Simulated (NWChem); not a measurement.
The numbers come from NWChem runs, not from measurements. System: tetraarsenic (As4), charge 0, spin multiplicity 1, at a geometry optimised with PBE0/def2-SVP. Level: PBE0/def2-TZVP.

Output (cleaned and shortened):

```
             Northwest Computational Chemistry Package (NWChem) 7.3.0
             --------------------------------------------------------

                                NWChem Input Module
                                -------------------

 Scaling coordinates for geometry "geometry" by  1.889725989
 (inverse scale =  0.529177249)

 Turning off AUTOSYM since
 SYMMETRY directive was detected!

                             Geometry "geometry" -> ""
                             -------------------------

 Output coordinates in angstroms (scale by  1.889725989 to convert to a.u.)

  No.       Tag          Charge          X              Y              Z
 ---- ---------------- ---------- -------------- -------------- --------------
    1 As                  33.0000     1.21676400     0.00000000     0.86036900
    2 As                  33.0000    -1.21676400     0.00000000     0.86036900
    3 As                  33.0000     0.00000000    -1.21671800    -0.86036900
    4 As                  33.0000     0.00000000     1.21671800    -0.86036900

 Effective nuclear repulsion energy (a.u.)    1420.8610848922

            Nuclear Dipole moment (a.u.)
            ----------------------------
        X                 Y               Z
 ---------------- ---------------- ----------------
     0.0000000000     0.0000000000     0.0000000000

      Symmetry information
      --------------------

 Group name             C2v
 Group number             16
 Group order               4
 No. of unique centers     2

      Symmetry unique atoms

     1    3


 Summary of "ao basis" -> "" (spherical)
 ------------------------------------------------------------------------------
       Tag                 Description            Shells   Functions and Types
 ---------------- ------------------------------  ------  ---------------------
 *                         def2-tzvp                  on all atoms

                                 NWChem DFT Module
                                 -----------------

 Summary of "ao basis" -> "ao basis" (spherical)
 ------------------------------------------------------------------------------
       Tag                 Description            Shells   Functions and Types
 ---------------- ------------------------------  ------  ---------------------
 As                        def2-tzvp                16       48   6s5p4d1f

 Summary of "ao basis" -> "ao basis" (spherical)
 ------------------------------------------------------------------------------
       Tag                 Description            Shells   Functions and Types
 ---------------- ------------------------------  ------  ---------------------
 As                        def2-tzvp                16       48   6s5p4d1f

      Symmetry analysis of basis
      --------------------------

        a1         64
        a2         32
        b1         48
        b2         48

            General Information
            -------------------
          SCF calculation type: DFT
          Wavefunction type:  closed shell.
          No. of atoms     :     4
          No. of electrons :   132
           Alpha electrons :    66
            Beta electrons :    66
          Charge           :     0
          Spin multiplicity:     1
          Use of symmetry is: on ; symmetry adaption is: on
          Maximum number of iterations: 100
          AO basis - number of functions:   192
                     number of shells:    64
          Convergence on energy requested:  1.00D-06
          Convergence on density requested:  1.00D-05
          Convergence on gradient requested:  5.00D-04

              XC Information
              --------------
                         PBE0 Method XC Functional
                     Hartree-Fock (Exact) Exchange  0.250
          PerdewBurkeErnzerhof Exchange Functional  0.750
            Perdew 1991 LDA Correlation Functional  1.000 local
           PerdewBurkeErnz. Correlation Functional  1.000 non-local

             Grid Information
             ----------------
          Grid used for XC integration:  medium
          Radial quadrature: Mura-Knowles
          Angular quadrature: Lebedev.
          Tag              B.-S. Rad. Rad. Pts. Rad. Cut. Ang. Pts.
[...]
    56 a2         57 a1         58 a1         59 b1         60 b2
    61 a1         62 b1         63 b2         64 a1         65 a2
    66 a1         67 a2         68 b1         69 b2         70 a1
    71 b1         72 b2         73 a1         74 a1         75 b2
    76 b1

------------------------------------------------------------
EAF file 0: "./mol.aoints.0" size=524288 bytes
------------------------------------------------------------
               write      read    awrite     aread      wait
               -----      ----    ------     -----      ----
     calls:        1         0         0         0         0
   data(b): 5.24e+05  0.00e+00  0.00e+00  0.00e+00
   time(s): 0.00e+00  0.00e+00  0.00e+00  0.00e+00  0.00e+00
rate(mb/s): 0.00e+00  0.00e+00
------------------------------------------------------------

   convergence    iter        energy       DeltaE   RMS-Dens  Diis-err    time
 ---------------- ----- ----------------- --------- --------- ---------  ------
 d= 0,ls=0.0,diis     1  -8942.4968717589 -1.04D+04  4.80D-03  1.20D+00     6.3

 !! scf_movecs_sym_adapt:    2 vectors were symmetry contaminated

  Symmetry fudging
 d= 0,ls=0.0,diis     2  -8942.5210184425 -2.41D-02  2.48D-03  2.04D-01     7.0
 d= 0,ls=0.0,diis     3  -8942.5321431590 -1.11D-02  1.07D-03  8.03D-02     7.7
 d= 0,ls=0.0,diis     4  -8942.5433043999 -1.12D-02  1.60D-04  4.46D-03     8.4
 d= 0,ls=0.0,diis     5  -8942.5435983409 -2.94D-04  2.24D-05  5.45D-05     9.2
  Resetting Diis
 d= 0,ls=0.0,diis     6  -8942.5436009378 -2.60D-06  2.86D-06  1.45D-07     9.9
 d= 0,ls=0.0,diis     7  -8942.5436009633 -2.55D-08  1.11D-06  8.14D-09    10.6

         Total DFT energy =    -8942.543600963327
      One electron energy =   -15297.742685037265
           Coulomb energy =     5265.658717313758
    Exchange-Corr. energy =     -331.320718131989
 Nuclear repulsion energy =     1420.861084892169

 Numeric. integr. density =      132.000000188511

     Total iterative time =      9.0s

                  Occupations of the irreducible representations
                  ----------------------------------------------

                     irrep           alpha         beta
                     --------     --------     --------
                     a1               25.0         25.0
                     a2                9.0          9.0
                     b1               16.0         16.0
                     b2               16.0         16.0

                       DFT Final Molecular Orbital Analysis
                       ------------------------------------

 Vector   64  Occ=2.000000D+00  E=-2.914749D-01  Symmetry=b2
              MO Center= -4.0D-14,  1.3D-10, -2.0D-01, r^2= 4.3D+00
   Bfn.  Coefficient  Atom+Function         Bfn.  Coefficient  Atom+Function
  ----- ------------  ---------------      ----- ------------  ---------------
    17      0.256189  1 As py                65      0.256189  2 As py
   114     -0.239156  3 As pz               162      0.239156  4 As pz
   117     -0.191010  3 As pz               165      0.191010  4 As pz
   101      0.182857  3 As s                149     -0.182857  4 As s
    20      0.179148  1 As py                68      0.179148  2 As py

 Vector   65  Occ=2.000000D+00  E=-2.567433D-01  Symmetry=a1
              MO Center=  1.6D-14, -5.6D-15, -8.0D-05, r^2= 4.1D+00
   Bfn.  Coefficient  Atom+Function         Bfn.  Coefficient  Atom+Function
  ----- ------------  ---------------      ----- ------------  ---------------
    18      0.217920  1 As pz                66      0.217920  2 As pz
   114     -0.217925  3 As pz               162     -0.217925  4 As pz
    21      0.186917  1 As pz                69      0.186917  2 As pz
   117     -0.186908  3 As pz               165     -0.186908  4 As pz
    16     -0.154069  1 As px                64      0.154069  2 As px

 Vector   66  Occ=2.000000D+00  E=-2.567422D-01  Symmetry=a2
              MO Center=  1.0D-14, -3.7D-14,  6.9D-05, r^2= 4.1D+00
   Bfn.  Coefficient  Atom+Function         Bfn.  Coefficient  Atom+Function
  ----- ------------  ---------------      ----- ------------  ---------------
    17      0.266914  1 As py                65     -0.266914  2 As py
   112     -0.266887  3 As px               160      0.266887  4 As px
    20      0.228933  1 As py                68     -0.228933  2 As py
   115     -0.228910  3 As px               163      0.228910  4 As px
    11     -0.154849  1 As py                59      0.154849  2 As py

 Vector   67  Occ=0.000000D+00  E=-3.817152D-02  Symmetry=b1
              MO Center= -8.2D-14,  1.6D-10,  4.1D-01, r^2= 5.2D+00
   Bfn.  Coefficient  Atom+Function         Bfn.  Coefficient  Atom+Function
  ----- ------------  ---------------      ----- ------------  ---------------
    21      0.520096  1 As pz                69     -0.520096  2 As pz
    19     -0.368203  1 As px                67     -0.368203  2 As px
   115      0.367686  3 As px               163      0.367686  4 As px
    18      0.267890  1 As pz                66     -0.267890  2 As pz
    16     -0.189594  1 As px                64     -0.189594  2 As px

 Vector   68  Occ=0.000000D+00  E=-3.816488D-02  Symmetry=a2
              MO Center=  5.7D-16, -1.6D-10, -3.7D-05, r^2= 5.4D+00
   Bfn.  Coefficient  Atom+Function         Bfn.  Coefficient  Atom+Function
  ----- ------------  ---------------      ----- ------------  ---------------
    20      0.520224  1 As py                68     -0.520224  2 As py
   115      0.520256  3 As px               163     -0.520256  4 As px
    17      0.267939  1 As py                65     -0.267939  2 As py
   112      0.267953  3 As px               160     -0.267953  4 As px
    11     -0.161358  1 As py                59      0.161358  2 As py

 Vector   69  Occ=0.000000D+00  E=-3.815771D-02  Symmetry=b2
              MO Center=  2.4D-15,  4.8D-16, -4.1D-01, r^2= 5.2D+00
   Bfn.  Coefficient  Atom+Function         Bfn.  Coefficient  Atom+Function
  ----- ------------  ---------------      ----- ------------  ---------------
   117      0.520406  3 As pz               165     -0.520406  4 As pz
    20      0.368069  1 As py                68      0.368069  2 As py
   116     -0.367485  3 As py               164     -0.367485  4 As py
   114      0.268009  3 As pz               162     -0.268009  4 As pz
    17      0.189513  1 As py                65      0.189513  2 As py

 center of mass
 --------------
 x =   0.00000000 y =   0.00000000 z =   0.00000000

 moments of inertia (a.u.)
 ------------------
        1584.361903784852           0.000000000000           0.000000000000
           0.000000000000        1584.421802937744           0.000000000000
           0.000000000000           0.000000000000        1584.385982936555

     Multipole analysis of the density
     ---------------------------------

     L   x y z        total         alpha         beta         nuclear
     -   - - -        -----         -----         ----         -------
     0   0 0 0     -0.000000    -66.000000    -66.000000    132.000000

     1   1 0 0     -0.000000     -0.000000     -0.000000      0.000000
     1   0 1 0     -0.000000     -0.000000     -0.000000      0.000000
     1   0 0 1     -0.000811     -0.000406     -0.000406      0.000000

     2   2 0 0    -51.694838   -200.318847   -200.318847    348.942856
     2   1 1 0      0.000000      0.000000      0.000000      0.000000
     2   1 0 1      0.000000      0.000000      0.000000      0.000000
     2   0 2 0    -51.694444   -200.305458   -200.305458    348.916472
     2   0 1 1     -0.000000     -0.000000     -0.000000      0.000000
     2   0 0 2    -51.694592   -200.313421   -200.313421    348.932250

 Task  times  cpu:       10.6s     wall:       10.6s

 Total times  cpu:       10.7s     wall:       10.7s
```

Problem. Write an NWChem input that would produce this output.

Solution. This is not unique; one that fits is 
```
start mol
memory heap 200 mb stack 900 mb global 1100 mb
geometry units angstroms nocenter noautoz
  As     1.216764     0.000000     0.860369
  As    -1.216764     0.000000     0.860369
  As     0.000000    -1.216718    -0.860369
  As     0.000000     1.216718    -0.860369
  symmetry group C2v
end
basis spherical
  * library def2-tzvp
end
dft
  xc pbe0
  semidirect memsize 60000000 filesize 0
  iterations 100
end
task dft energy
```
